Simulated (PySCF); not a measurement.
Level of theory: B3LYP-D3(BJ)/def2-TZVP // BP86-D3(BJ)/def2-SVP run with PySCF. All species are isolated molecules in the gas phase. One relaxed conformer stands for a flexible species; it need not be the lowest. B3LYP has the VWN-RPA correlation part, as in Gaussian. 

Reference species: [Nb(Cl)2(OH)3] (neutral, multiplicity 1).

The mean distance from the central atom to its bonded neighbours is 2.085 Å and the coordination number is 5. The HOMO–LUMO gap is 5.53 eV. The charge on the central atom (Mulliken) is 1.68 e.

After one change: the mean distance from the central atom to its bonded neighbours falls by 0.073 Å; the coordination number hardly moves; the HOMO–LUMO gap falls by 0.12 eV; the charge on the central atom (Mulliken) increases by 0.14 e.

### Question
Which change was made? The new species is one of these.
A. [Nb(OH)5]
B. [Nb(Cl)5]
C. [Nb(Cl)(OH)4]
D. [Nb(Cl)3(OH)2]

### Answer
C, [Nb(Cl)(OH)4]
